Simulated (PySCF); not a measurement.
Excitation energy of Xe(2+) by level of theory

Xe(2+) [Kr] 4d10 5s2 5p4 (3P) → Xe(2+) [Kr] 4d10 5s1 5p5 (3P), as a difference of total energies. Calculation: PySCF 2.14, in x2c-QZVPPall (13s9p7d4f1g, 112 functions); the spin-free X2C one-electron Hamiltonian (Gaussian nucleus). Correlated levels: valence: [Kr] 4d10 frozen; valence and next inner shell: [Ar] 3d10 frozen. The calculations carry no spin-orbit coupling.

```csv
method,excitation energy (cm⁻¹)
UHF,112920
LDA,102630
PBE,102040
PBE0,104930
r2SCAN,103250
wB97M-V,105570
M06,104310
BHandHLYP,107930
ROHF,112690
MP2 (valence),104480
SCS-MP2 (valence),103350
MP2 (valence and next inner shell),102700
SCS-MP2 (valence and next inner shell),101760
```

A first-order spin-orbit estimate (lowest level to lowest level, LS coupling) adds -0.020 eV.
